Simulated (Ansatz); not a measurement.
C₃H₈AlCl, SMILES `CC(Cl)[CH2][AlH2]`, relaxed with RKS PBE-D4/def2-SVP in Ansatz from a rough embedded geometry. The force threshold is 0.03 eV/Å; the program also tests the step.

Charge 0, multiplicity 1.

Start:

```xyz
13

C     1.167   -0.636    0.879
C     0.457   -0.773   -0.402
Cl    0.386   -2.512   -0.766
C    -1.017   -0.184   -0.427
Al   -1.041    1.802   -0.345
H     1.301    0.496    1.176
H     0.600   -1.085    1.726
H     2.160   -1.035    0.848
H     1.068   -0.244   -1.232
H    -1.497   -0.500   -1.302
H    -1.499   -0.578    0.508
H    -2.432    2.581   -0.369
H     0.347    2.668   -0.294
```

| step | energy (eV) | largest force (eV/Å) | largest move (Å) |
| --- | --- | --- | --- |
| 1 | -22338.7042 | 3.633 | 0.000 |
| 2 | -22339.0189 | 1.233 | 0.074 |
| 3 | -22339.0845 | 0.312 | 0.060 |
| 4 (rejected) | -22339.0517 | 0.530 | 0.138 |
| 5 | -22339.0938 | 0.047 | 0.069 |
| 6 | -22339.0956 | 0.017 | 0.059 |
| 7 | -22339.0959 | 0.036 | 0.050 |
| 8 (rejected) | -22339.0953 | 0.065 | 0.049 |
| 9 | -22339.0962 | 0.005 | 0.018 |

End:

```xyz
13

C     1.178   -0.574    0.921
C     0.452   -0.774   -0.403
Cl    0.352   -2.590   -0.732
C    -0.932   -0.152   -0.450
Al   -1.029    1.821   -0.300
H     1.347    0.510    1.103
H     0.580   -0.984    1.761
H     2.163   -1.077    0.921
H     1.079   -0.400   -1.238
H    -1.439   -0.415   -1.407
H    -1.579   -0.596    0.341
H    -2.466    2.506   -0.130
H     0.294    2.724   -0.387
```

It took 8 s on 4 threads of an INTEL XEON PLATINUM 8581C on a shared host, with 0.2 GiB of host memory at the peak.
